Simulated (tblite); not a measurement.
C₃H₅FN₂Si.
Bonds: F1–Si2, Si2–N3, N3–C4 (aromatic), C4–C5 (aromatic), C5–N6 (aromatic), N6–C7 (aromatic), N3–C7 (aromatic). Hydrogens: H8, H9 on Si2; H10 on C4; H11 on C5; H12 on C7.

Computed geometry: GFN2-xTB, gas phase.

**Question.** List the bond lengths, angles and torsions at this level.

**Answer.** 
```tsv
bond	length (Å)	order
F1–Si2	1.601	single
Si2–N3	1.742	single
N3–C4	1.377	aromatic
C4–C5	1.358	aromatic
C5–N6	1.365	aromatic
N6–C7	1.292	aromatic
N3–C7	1.370	aromatic
Si2–H8, Si2–H9	1.452	single
C4–H10	1.071	single
C5–H11	1.071	single
C7–H12	1.071	single
```

Bonds in one row agree within 0.01 Å and their mean is given. Orders are formal, as drawn. A selection of angles:
```tsv
angle	degrees
F1–Si2–N3	103.9
F1–Si2–H8	106.9
N3–Si2–H8	110.2
H8–Si2–H9	117.8
Si2–N3–C4	126.6
Si2–N3–C7	128.7
C4–N3–C7	104.6
N3–C4–C5	107.0
N3–C4–H10	121.2
C5–C4–H10	131.8
C4–C5–N6	109.7
C4–C5–H11	129.4
N6–C5–H11	121.0
C5–N6–C7	105.8
N6–C7–H12	125.2
N3–C7–N6	112.9
N3–C7–H12	121.9
```

Torsions: F1–Si2–N3–C4 180° (antiperiplanar).

Of the pairs four or more bonds apart, F1···H12 is among the closest relative to their van der Waals radii: 2.68 Å, 100 % of the sum of Bondi's values. Si2 (fluorine-bound silicon) is distorted tetrahedral (angles from 103.9° to 117.8°). The C–N distances run from 1.292 Å (N6–C7, aromatic) to 1.377 Å (N3–C4, aromatic), a spread of 0.085 Å. The 7 heavy atoms lie in one plane (0.001 Å rms). The 5-membered ring N3–C4–C5–N6–C7 has internal angles of 104.6° to 112.9°; it is planar, 0.00 Å rms from its mean plane, widest ring torsion 0°. N3 (pyrrole-type nitrogen) is planar (angles 128.7°, 126.6° and 104.6°, sum 360.0°, 0.00 Å off the plane of its three neighbours).

Point group: Cs (tolerance 0.08 Å). Its GFN2-xTB frequencies are all real (lowest 40 cm⁻¹). The numbers are those of one conformer. 3 starts were optimised and ended at 0.00, 0.70 and 0.91 kcal/mol (GFN2-xTB); the lowest of these is shown.
